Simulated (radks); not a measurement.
Spherical quantum dot in the effective-mass picture: electrons in a parabolic well V = omega^2 r^2 / 2 with omega = 0.694, with a point charge +2 (a donor) at the centre, all in effective atomic units (hartree* = m*/eps^2 hartree, bohr* = eps/m* bohr), one dielectric constant everywhere. Calculated with a radial shooting solver with Libxc functionals: non-relativistic Kohn-Sham, r2SCAN, spin-polarised, spherical densities, generalised Kohn-Sham scheme. Levels are named by radial order and angular momentum (1s, 1p, 1d, 2s, ...), and open shells are averaged over m. Results are scaled to m* = 0.028 and eps = 10.8, for which hartree* = 6.532 meV and bohr* = 20.41 nm.

N = 15, configuration 1s2 1p6 1d(up 5, down 0) 2s2. This is the lowest configuration that the search found. Occupied and some empty levels:

| level | occupation | eigenvalue (meV) | <r> (nm) |
|---|---|---|---|
| 1s up | 1 | 35.181 | 20.86 |
| 1s down | 1 | 35.196 | 20.16 |
| 1p up | 3 | 40.715 | 47.45 |
| 2s up | 1 | 41.172 | 47.66 |
| 1p down | 3 | 41.299 | 46.23 |
| 2s down | 1 | 41.817 | 47.66 |
| 1d up | 5 | 43.604 | 55.16 |
| 1d down | 0 | 44.380 | 54.81 |
| 1f up | 0 | 46.710 | 60.68 |
| 2p up | 0 | 47.203 | 52.13 |
| 1f down | 0 | 47.589 | 60.61 |
| 2p down | 0 | 47.711 | 52.22 |
| 1g up | 0 | 50.074 | 65.40 |
| 1g down | 0 | 51.047 | 65.28 |

Energy (meV): total 341.481, kinetic 77.562, external 14.122, Hartree 290.16, exchange-correlation -40.364.
